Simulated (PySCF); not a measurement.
C₆H₇O₂Se (charge -1).
Atom-mapped SMILES: `[CH3:1][Se:2][C:3](/[CH:4]=[CH:5]/[O-:6])=[CH:7]/[CH:8]=[O:9]` (hydrogens: H10, H11, H12 on C1; H13 on C4; H14 on C5; H15 on C7; H16 on C8)
Bond orders are those of one Lewis drawing.

Computed by this run: PySCF, PBE0-D3(BJ)/def2-SVP geometry optimisation, gas phase; density fitting, grid level 2; the optimiser is geomeTRIC in internal coordinates, started from a GFN2-xTB structure.

Step 5: E = -75745.2119 eV
```
atom  x, y, z in Å  |  force x, y, z in eV/Å
C1      2.4480   -0.6932    0.2711    0.098  -0.060   0.126
Se2     1.3941    0.6130    1.2470   -0.036   0.098  -0.043
C3     -0.2163    0.5765    0.1548    0.057  -0.119   0.154
C4     -0.8261   -0.6593   -0.0706   -0.055   0.136  -0.212
C5     -0.5267   -1.9089    0.5376   -0.198  -0.009   0.030
O6     -1.0773   -2.9806    0.2810    0.103  -0.037   0.089
C7     -0.5952    1.8503   -0.2773   -0.022   0.087  -0.071
C8     -1.8245    2.1877   -0.9220   -0.120   0.003   0.224
O9     -2.1680    3.3075   -1.2984    0.099  -0.026  -0.059
H10     2.0046   -1.6927    0.3777    0.120   0.039  -0.092
H11     3.4502   -0.6828    0.7257    0.026  -0.011  -0.076
H12     2.5103   -0.4146   -0.7889    0.003  -0.001   0.000
H13    -1.6434   -0.6965   -0.7992    0.001   0.009  -0.027
H14     0.2710   -1.8618    1.3308   -0.123  -0.054   0.011
H15     0.0860    2.6867   -0.1056    0.040   0.038   0.002
H16    -2.5439    1.3346   -1.0414    0.009  -0.095  -0.056
```

Step 6: E = -75745.2369 eV
```
atom  x, y, z in Å  |  force x, y, z in eV/Å
C1      2.4987   -0.6520    0.2499    0.109  -0.021  -0.045
Se2     1.3875    0.5782    1.2561   -0.033   0.030   0.136
C3     -0.2110    0.5408    0.1555   -0.062   0.045   0.051
C4     -0.8433   -0.6790   -0.0944   -0.019   0.001  -0.174
C5     -0.6223   -1.9168    0.5694   -0.146  -0.033  -0.029
O6     -1.1772   -2.9871    0.3141    0.084   0.025   0.071
C7     -0.5753    1.8205   -0.2715    0.022   0.098  -0.081
C8     -1.8052    2.1683   -0.9061   -0.181  -0.093   0.128
O9     -2.1383    3.2876   -1.2900    0.067   0.052  -0.056
H10     2.1060   -1.6770    0.2932    0.013   0.024  -0.014
H11     3.5010   -0.6169    0.7090   -0.069  -0.021  -0.082
H12     2.5545   -0.3121   -0.7954    0.030  -0.077   0.065
H13    -1.6241   -0.7045   -0.8646    0.044   0.030   0.031
H14     0.1094   -1.8522    1.4194    0.070  -0.059   0.025
H15     0.1164    2.6495   -0.1029    0.026   0.029  -0.007
H16    -2.5341    1.3188   -1.0195    0.046  -0.028  -0.020
```

Step 7: E = -75745.2439 eV
```
atom  x, y, z in Å  |  force x, y, z in eV/Å
C1      2.5084   -0.7001    0.2822   -0.008   0.020   0.033
Se2     1.4152    0.6145    1.2152   -0.018  -0.031  -0.011
C3     -0.1925    0.5735    0.1214    0.028   0.034   0.066
C4     -0.8118   -0.6508   -0.1464    0.048   0.047  -0.032
C5     -0.6134   -1.8813    0.5400   -0.045  -0.041  -0.097
O6     -1.1558   -2.9542    0.2728    0.029  -0.019   0.088
C7     -0.5809    1.8528   -0.2881   -0.048   0.034  -0.022
C8     -1.8544    2.1646   -0.8542   -0.068  -0.055  -0.129
O9     -2.2326    3.2622   -1.2602    0.070   0.030   0.058
H10     2.1049   -1.7143    0.3950   -0.012  -0.003  -0.003
H11     3.5113   -0.6504    0.7323   -0.003   0.002  -0.017
H12     2.5705   -0.4403   -0.7829   -0.009  -0.006  -0.004
H13    -1.5708   -0.6774   -0.9361    0.018   0.004   0.013
H14     0.0977   -1.8175    1.4102    0.002  -0.005  -0.006
H15     0.1060    2.6936   -0.1594    0.018  -0.003   0.009
H16    -2.5591    1.2913   -0.9196   -0.003  -0.010   0.055
```

Step 8: E = -75745.2446 eV
```
atom  x, y, z in Å  |  force x, y, z in eV/Å
C1      2.5064   -0.7231    0.3066   -0.035   0.031   0.031
Se2     1.4229    0.6401    1.1831   -0.007  -0.046  -0.032
C3     -0.1851    0.5810    0.0931   -0.007  -0.003   0.007
C4     -0.7817   -0.6528   -0.1884   -0.047  -0.026  -0.023
C5     -0.5978   -1.8761    0.5173    0.082  -0.013   0.089
O6     -1.1212   -2.9627    0.2707   -0.036   0.050  -0.050
C7     -0.5966    1.8558   -0.3097    0.065  -0.038   0.013
C8     -1.8871    2.1792   -0.8302    0.078   0.023   0.001
O9     -2.2486    3.2890   -1.2183   -0.049  -0.045  -0.002
H10     2.1043   -1.7302    0.4719   -0.016  -0.010   0.010
H11     3.5134   -0.6530    0.7418    0.027   0.012   0.013
H12     2.5604   -0.5203   -0.7704   -0.023   0.018  -0.033
H13    -1.5214   -0.6865   -0.9945   -0.025   0.016  -0.025
H14     0.0923   -1.7921    1.4034    0.010   0.029  -0.008
H15     0.0952    2.6965   -0.2039   -0.004   0.012   0.010
H16    -2.6126    1.3212   -0.8500   -0.013  -0.007  -0.002
```

Q: Estimate the geometry and energy of step 9. (The exact step hangs on the optimiser's Hessian estimate; all steps are aligned on step 8, rigid shifts and turns removed.)

A: E = -75745.2467 eV, largest force 0.110 eV/Å
```
atom  x, y, z in Å  |  force x, y, z in eV/Å
C1      2.4956   -0.7138    0.2978    0.014   0.003  -0.012
Se2     1.4141    0.6230    1.2088    0.005  -0.010   0.015
C3     -0.1843    0.5797    0.1084    0.025   0.034  -0.025
C4     -0.7898   -0.6474   -0.1805    0.026  -0.033   0.033
C5     -0.6000   -1.8711    0.5232   -0.032   0.001   0.017
O6     -1.1368   -2.9520    0.2811    0.001   0.000  -0.019
C7     -0.5808    1.8569   -0.2988   -0.016  -0.059  -0.025
C8     -1.8655    2.1599   -0.8441    0.002   0.083   0.072
O9     -2.2439    3.2619   -1.2372   -0.025  -0.017  -0.040
H10     2.0934   -1.7251    0.4381    0.000  -0.001   0.009
H11     3.5058   -0.6536    0.7289    0.007   0.002   0.001
H12     2.5412   -0.4810   -0.7744   -0.010  -0.001  -0.002
H13    -1.5355   -0.6736   -0.9820    0.006  -0.004   0.001
H14     0.1021   -1.7889    1.3994    0.003   0.003  -0.006
H15     0.1050    2.7009   -0.1788   -0.015  -0.012   0.006
H16    -2.5778    1.2901   -0.8676    0.009   0.012  -0.023
```

The energy changes by -0.0021 eV. The first-order estimate −F·Δx gives -0.0060 eV and the mean of the old and new forces, exact on a quadratic surface, -0.0020 eV. The step makes an angle of 76° with the force vector and moves no atom by more than 0.050 Å.

What follows is the cost of the whole optimisation. The run took 3.8 min on one thread, Arm Neoverse V2 (aarch64), shared host, and the process peaked at 0.93 GiB of memory.
